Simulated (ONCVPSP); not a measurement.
# Pseudopotential generation for Sr (Z = 38): ONCV, PBE, fully relativistic.

ONCVPSP 4.0.1 input, shortened (lines: element, Z, core and valence counts, functional; n l f; lmax; l rc ep ncon nbas qcut; lloc lpopt rc5 dvloc0; l nproj debl; icmod fcfact rcfact), PBE, fully relativistic:

```
  Sr 38.00    6    3        4      upf
    1    0    2.00
    2    0    2.00
    2    1    6.00
    3    0    2.00
    3    1    6.00
    3    2   10.00
    4    0    2.00
    4    1    6.00
    5    0    1.00
    2
    0    1.95    0.00    4    7    6.70
    1    1.85    0.00    3    7    6.00
    2    1.70    0.30    4    7    5.20
    4    5    1.35    6.00
    0    2    2.50
    1    2    0.50
    2    1    3.00
    0    0.00    0.00
```

Open shells are filled in proportion to 2j + 1.

In the p channel the program set the typed energies aside and used -1.056, 0.250 Ha (j = l + 1/2; the other j can differ). In the d channel the program set the typed energies aside and used 0.050 Ha (j = l + 1/2; the other j can differ).

All-electron outer shells of the reference configuration (PBE, scalar-relativistic, ld1.x):

```csv
shell,level (eV),outermost node (bohr),outermost maximum (bohr)
4s,-47.23,0.59,1.19
4p,-29.11,0.61,1.33
5s,-8.35,1.64,3.45
```

Q: Does the generator finish with these settings?

A: Yes, a potential is produced and its reference levels are reproduced.

Q: Estimate the cutoffs (Ha) at which the residual kinetic energy of the hardest occupied pseudo-wave falls to 1 and 0.1 mHa per electron.

A: 14 Ha and 17 Ha.

Q: Does the potential have ghost states?

A: No bound ghost flagged; GHOST(+) flagged for p3/2 at 393.9 eV.

Q: Tests: 4s2 4p6 5s2; 4s2 4p6 5s0; 4s2 4p6 5s1.5; 4s1 4p6 5s2. Which has the largest error in its energy relative to the reference configuration, and how large is it?

A: 4s1 4p6 5s2, with -24 meV (all-electron minus pseudo) on +41.13 eV.
